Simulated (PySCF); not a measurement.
CCl₂, SMILES Cl[C]Cl (connectivity only; charge and spin as stated), neutral, multiplicity 1.

Geometry optimised at PBE0-D3(BJ)/def2-TZVP. The isomer is the one that the SMILES or the coordinates give; other isomers of the formula were not compared.

All values below come from PBE/def2-TZVPD (PySCF).

Symmetry labels are those of the subgroup C2v that the program uses (full group C2v).

Computed valence orbital energies around the gap with their symmetry:
```
orbital  symmetry  energy (eV)
-------  --------  -----------
HOMO−7         B2       -21.54
HOMO−6         A1       -15.20
HOMO−5         B2       -11.86
HOMO−4         B1       -10.51
HOMO−3         A1       -10.28
HOMO−2         A2        -8.83
HOMO−1         B2        -8.08
HOMO           A1        -6.19
LUMO           B1        -4.40
LUMO+1         A1        -1.29
LUMO+2         B2        -0.17
LUMO+3         A1         0.04
```
